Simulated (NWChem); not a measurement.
C$_{2}$H$_{7}$FSi$_{2}$; SMILES F/C([SiH3])=C\[SiH3]

Program: NWChem. Pople sets run with spherical d functions. The geometry was optimised at PBE-D3(BJ)/def2-SVP. B3LYP is NWChem's, with the RPA form of VWN correlation. Static field.

Task: Taking B3LYP/def2-SVPD as the yardstick, which of these has the fewest basis functions while keeping “isotropic polarisability (bohr³)” within 5 % of it: B3LYP/def2-SVP; B3LYP/6-31G*; B3LYP/6-31+G*?

Result: none of them.
```
level            basis functions  isotropic polarisability (bohr³)
---------------  ---------------  --------------------------------
B3LYP/6-31G*                  92                              68.6
B3LYP/6-31+G*                112                              78.0
B3LYP/def2-SVP               113                              74.1
B3LYP/def2-SVPD              167                              85.8
```

The yardstick is one finite set, not the basis-set limit.
